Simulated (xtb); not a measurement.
C6H12O3, charge +1, quartet, at a GFN2-xTB geometry of the parent state (a state made from the parent by changing its charge; the spin is typed, not shown lowest); GFN1-xTB run with xtb.

Input for xtb:
```
$ xtb mol.xyz --gfn 1 --chrg 1 --uhf 3 --json

# file mol.xyz
21

C     -2.71831396    -0.22341919    -0.41558601
C     -1.65727531     0.77938284     0.03311490
C     -2.16185009     1.62501281     1.20512500
C     -0.42085978     0.03334312     0.49577027
O     -0.41322364    -0.88154569     1.27443671
O      0.68590390     0.54839227    -0.06062607
C      1.93508799    -0.04462104     0.29941002
C      2.28929364    -1.16827425    -0.67723367
O      2.54735378    -0.68445114    -1.96915138
H     -2.37867025    -0.78314069    -1.28424188
H     -3.63836792     0.29463573    -0.67401725
H     -2.92183834    -0.92546762     0.38921681
H     -1.37377977     1.43356824    -0.79594479
H     -2.38650144     0.98329029     2.05377804
H     -3.06554193     2.15696284     0.91793921
H     -1.41098636     2.35210438     1.50623167
H      1.86834834    -0.43967602     1.31705996
H      2.67365784     0.75722315     0.24254930
H      1.46945990    -1.90104635    -0.68826013
H      3.20312482    -1.66536177    -0.34679085
H      1.80432803    -0.13080157    -2.23839709
```

Problem. Predict the main parts of the log of this xtb run.

Solution. 
```
   ID    Z sym.   atoms
    1    6 C      1-4, 7, 8
    2    8 O      5, 6, 9
    3    1 H      10-21

           -------------------------------------------------
          |                Calculation Setup                |
           -------------------------------------------------

           -------------------------------------------------
          |                 G F N 1 - x T B                 |
           -------------------------------------------------

          ...................................................
          :                      SETUP                      :
          :.................................................:
          :  # basis functions                  60          :
          :  # atomic orbitals                  60          :
          :  # shells                           42          :
          :  # electrons                        53          :
          :  # halogen bonds                     0          :
          :  max. iterations                   250          :
          :  Hamiltonian                  GFN1-xTB          :
          :  restarted?                      false          :
          :  GBSA solvation                  false          :
          :  PC potential                    false          :
          :  electronic temp.          300.0000000     K    :
          :  accuracy                    1.0000000          :
          :  -> integral cutoff          0.2500000E+02      :
          :  -> integral neglect         0.1000000E-07      :
          :  -> SCF convergence          0.1000000E-05 Eh   :
          :  -> wf. convergence          0.2000000E-04 e    :
          :  Broyden damping             0.4000000          :
          :  net charge                          1          :
          :  unpaired electrons                  3          :
          ...................................................

 iter      E             dE          RMSdq      gap      omega  full diag
   1    -32.6866031 -0.326866E+02  0.744E+00    1.93       0.0  T
   2    -32.7291202 -0.425171E-01  0.470E+00    2.23       1.0  T
   3    -32.3226302  0.406490E+00  0.321E+00    1.74       1.0  T
   4    -32.6986142 -0.375984E+00  0.170E+00    1.44       1.0  T
   5    -32.7002227 -0.160853E-02  0.129E+00    2.44       1.0  T
   6    -32.8007344 -0.100512E+00  0.665E-01    2.65       1.0  T
   7    -32.8089116 -0.817717E-02  0.497E-01    2.78       1.0  T
   8    -32.8190210 -0.101094E-01  0.289E-01    2.77       1.0  T
   9    -32.7446339  0.743871E-01  0.897E-01    2.66       1.0  T
  10    -32.8248390 -0.802052E-01  0.106E-01    2.77       1.0  T
  11    -32.8252040 -0.364922E-03  0.713E-02    2.77       1.0  T
  12    -32.8252669 -0.629282E-04  0.669E-02    2.77       1.0  T
  13    -32.8257328 -0.465924E-03  0.702E-03    2.79       3.1  T
  14    -32.8257361 -0.324280E-05  0.252E-03    2.78       8.7  T
  15    -32.8257350  0.102476E-05  0.410E-03    2.78       5.3  T
  16    -32.8257222  0.128801E-04  0.121E-02    2.78       1.8  T
  17    -32.8257353 -0.131850E-04  0.365E-03    2.78       6.0  T
  18    -32.8257365 -0.115179E-05  0.134E-03    2.78      16.3  T
  19    -32.8257367 -0.157901E-06  0.457E-04    2.78      47.8  T
  20    -32.8257367 -0.191895E-07  0.131E-04    2.78     166.1  T
  21    -32.8257367 -0.147587E-08  0.496E-05    2.78     439.5  T

   *** convergence criteria satisfied after 21 iterations ***

         :::::::::::::::::::::::::::::::::::::::::::::::::::::
         ::                     SUMMARY                     ::
         :::::::::::::::::::::::::::::::::::::::::::::::::::::
         :: total energy             -32.511861074484 Eh    ::
         :: gradient norm              0.201083527691 Eh/a0 ::
         :: HOMO-LUMO gap              2.781775080800 eV    ::
         ::.................................................::
         :: SCC energy               -32.825736676881 Eh    ::
         :: -> electrostatic           0.193799442020 Eh    ::
         :: repulsion energy           0.322060910200 Eh    ::
         :: dispersion energy         -0.008185307802 Eh    ::
         :: halogen bond corr.         0.000000000000 Eh    ::
         :: add. restraining           0.000000000000 Eh    ::
         :: total charge               1.000000000009 e     ::
         :::::::::::::::::::::::::::::::::::::::::::::::::::::

           -------------------------------------------------
          |                Property Printout                |
           -------------------------------------------------

    * Orbital Energies and Occupations

         #    Occupation            Energy/Eh            Energy/eV
      -------------------------------------------------------------
         1        2.0000           -1.0071798             -27.4068
       ...           ...                  ...                  ...
        16        2.0000           -0.7346038             -19.9896
        17        2.0000           -0.7232350             -19.6802
        18        2.0000           -0.7139866             -19.4286
        19        2.0000           -0.6996648             -19.0388
        20        2.0000           -0.6950989             -18.9146
        21        2.0000           -0.6848836             -18.6366
        22        2.0000           -0.6829675             -18.5845
        23        2.0000           -0.6820265             -18.5589
        24        1.9869           -0.6635152             -18.0552
        25        1.8289           -0.6609108             -17.9843
        26        1.1842           -0.6579983             -17.9050
        27        1.0000           -0.6282132             -17.0946
        28        1.0000           -0.4041969             -10.9988 (HOMO)
        29                         -0.3019685              -8.2170 (LUMO)
        30                         -0.3005059              -8.1772
        31                         -0.2912563              -7.9255
        32                         -0.2895111              -7.8780
        33                         -0.2865650              -7.7978
        34                         -0.2736646              -7.4468
        35                         -0.2539243              -6.9096
        36                         -0.2435449              -6.6272
        37                         -0.2370861              -6.4514
        38                         -0.2247733              -6.1164
        39                         -0.2123678              -5.7788
       ...                                ...                  ...
        60                          0.5890826              16.0298
      -------------------------------------------------------------
                  HL-Gap            0.1022284 Eh            2.7818 eV
             Fermi-level           -0.5062473 Eh          -13.7757 eV

  Mulliken/CM5 charges         n(s)   n(p)   n(d)
     1C    -0.07665 -0.22530   1.034  3.042  0.000
     2C     0.06360 -0.00016   1.103  2.833  0.000
     3C    -0.07251 -0.22123   1.040  3.033  0.000
     4C     0.39756  0.45146   0.861  2.741  0.000
     5O    -0.43472 -0.48927   1.742  4.693  0.000
     6O    -0.39497 -0.48268   1.694  4.701  0.000
     7C     0.21965  0.14045   1.036  2.744  0.000
     8C     0.22313  0.14092   1.024  2.752  0.000
     9O    -0.43639 -0.65227   1.707  4.729  0.000
    10H     0.07682  0.12997   0.923  0.000  0.000
    11H     0.09643  0.14905   0.904  0.000  0.000
    12H     0.10464  0.16046   0.895  0.000  0.000
    13H     0.10935  0.17299   0.891  0.000  0.000
    14H     0.10542  0.16042   0.895  0.000  0.000
    15H     0.10085  0.15342   0.899  0.000  0.000
    16H     0.08123  0.13469   0.919  0.000  0.000
    17H     0.10654  0.17578   0.893  0.000  0.000
    18H     0.11621  0.18230   0.884  0.000  0.000
    19H     0.12504  0.19031   0.875  0.000  0.000
    20H     0.09780  0.16192   0.902  0.000  0.000
    21H     0.39095  0.56676   0.609  0.000  0.000

Wiberg/Mayer (AO) data.
largest (>0.10) Wiberg bond orders for each atom

 ---------------------------------------------------------------------------
     #   Z sym  total        # sym  WBO       # sym  WBO       # sym  WBO
 ---------------------------------------------------------------------------
     1   6 C    3.922 --     2 C    1.007    10 H    0.958    11 H    0.929
                            12 H    0.928
     2   6 C    3.835 --     1 C    1.007     3 C    0.992    13 H    0.892
                             4 C    0.730     5 O    0.123
     3   6 C    3.913 --     2 C    0.992    16 H    0.960    14 H    0.921
                            15 H    0.918
     4   6 C    3.329 --     5 O    1.529     6 O    0.949     2 C    0.730
     5   8 O    1.944 --     4 C    1.529     2 C    0.123
     6   8 O    2.145 --     7 C    0.973     4 C    0.949
     7   6 C    3.803 --     6 O    0.973    17 H    0.946    18 H    0.926
                             8 C    0.839
     8   6 C    3.809 --     9 O    1.064    20 H    0.964    19 H    0.881
                             7 C    0.839
     9   8 O    2.068 --     8 C    1.064    21 H    0.839
    10   1 H    0.991 --     1 C    0.958
    11   1 H    0.990 --     1 C    0.929
    12   1 H    0.958 --     1 C    0.928
    13   1 H    0.951 --     2 C    0.892
    14   1 H    0.955 --     3 C    0.921
    15   1 H    0.988 --     3 C    0.918
    16   1 H    0.990 --     3 C    0.960
    17   1 H    0.994 --     7 C    0.946
    18   1 H    0.986 --     7 C    0.926
    19   1 H    0.962 --     8 C    0.881
    20   1 H    0.999 --     8 C    0.964
    21   1 H    0.858 --     9 O    0.839
 ---------------------------------------------------------------------------

Topologies differ in total number of bonds
Writing topology from bond orders to xtbtopo.mol

 dipole moment from electron density (au)
     X       Y       Z
  -0.4240   0.8218  -0.5573  total (Debye):    2.744

           -------------------------------------------------
          | TOTAL ENERGY              -32.511861074484 Eh   |
          | GRADIENT NORM               0.201083527691 Eh/α |
          | HOMO-LUMO GAP               2.781775080800 eV   |
           -------------------------------------------------

normal termination of xtb
```
